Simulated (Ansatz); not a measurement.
Start from `C#CO[SiH2]Br` and change one atom or group to get `C#CO`.

Ansatz, PBE0-D4/def2-TZVP geometries, multiplicity 1. Each molecule was computed in one conformer, which needn't be the lowest.

Scalar relativity is left out up to krypton. Spin–orbit coupling is left out; it splits and shifts lone-pair levels of the heavy atoms by tenths of an eV.

```csv
property,`C#CO[SiH2]Br`
LUMO energy (ωB97M-V/def2-TZVPP) / eV,1.46
size of the dipole moment (PBE/def2-TZVPP) / D,1.28
HOMO energy (PBE0/def2-TZVPP) / eV,-7.54
HOMO energy (ωB97M-V/def2-TZVPP) / eV,-9.83
LUMO energy (B3LYP/def2-TZVPP) / eV,-0.56
zero-point energy (PBE0-D4/def2-TZVP) / kJ/mol,109.5
```

Q: Give the same properties after the change, and the shifts. (Estimate.)

A: The calculation gave: 
```json
{"property": "LUMO energy (ωB97M-V/def2-TZVPP) / eV", "`C#CO`": "1.91", "shift": "0.45"}
{"property": "size of the dipole moment (PBE/def2-TZVPP) / D", "`C#CO`": "1.75", "shift": "0.47"}
{"property": "HOMO energy (PBE0/def2-TZVPP) / eV", "`C#CO`": "-7.29", "shift": "0.25"}
{"property": "HOMO energy (ωB97M-V/def2-TZVPP) / eV", "`C#CO`": "-9.57", "shift": "0.26"}
{"property": "LUMO energy (B3LYP/def2-TZVPP) / eV", "`C#CO`": "-0.02", "shift": "0.54"}
{"property": "zero-point energy (PBE0-D4/def2-TZVP) / kJ/mol", "`C#CO`": "84.0", "shift": "-25.5"}
```

With PBE0 the HOMO rises by 0.25 eV and the LUMO rises by 0.77 eV, so the gap widens by about 0.52 eV. PBE moves the HOMO by 0.28 eV and ωB97M-V by 0.26 eV. The zero-point energy changes by -25.5 kJ/mol with -9 modes. Dipoles are sizes alone; their direction can turn.

B3LYP here is the variant with VWN-RPA as its local correlation; programs differ in this.
